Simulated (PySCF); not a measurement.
C2F3 (SMILES F[C]=C(F)F), doublet, geometry from GFN2-xTB. Base run: R2SCAN/def2-SVP in PySCF.

The PySCF input:
```python
from pyscf import gto, scf, dft

mol = gto.M(
    atom='''
F     1.318002    0.007397    1.486180
C     0.379029   -0.500685    0.738838
C    -0.290493   -0.064396   -0.288683
F    -0.155352    1.135196   -0.878861
F    -1.221674   -0.765873   -0.907422
''',
    basis='def2-svp',
    charge=0,
    spin=1,
    verbose=4,
)

mf = dft.UKS(mol)
mf.xc = 'r2scan'
mf.kernel()
```

Variants of this job, named by their change:

| change | ΔE vs base (mEh) | fitting functions | dipole (D) |
|---|---|---|---|
| base | 0.000 | - | 0.44 |
| auxbasis = def2-universal-jfit | -0.244 | 245 | 0.44 |
| auxbasis = cc-pvqz-jkfit | -0.111 | 530 | 0.44 |
| auxbasis = autoaux | -0.110 | 555 | 0.44 |
| auxbasis = even-tempered beta=3.0 | -0.588 | 411 | 0.44 |
| auxbasis = even-tempered beta=2.0 | -0.153 | 605 | 0.44 |
| auxbasis = cc-pvtz-ri | -0.402 | 405 | 0.44 |
| auxbasis = def2-svp-ri | -17.855 | 240 | 0.44 |
| auxbasis = def2-universal-jkfit | -0.097 | 381 | 0.44 |
| auxbasis = def2-tzvp-ri | -0.341 | 380 | 0.44 |

A fitting set is made for a task (jfit for Coulomb, jkfit for Coulomb and exchange, ri for correlation) and for a family of orbital bases.

Open shells are given as the SCF converged; they aren't shown to be the lowest states, and a large step between rows can be another state.
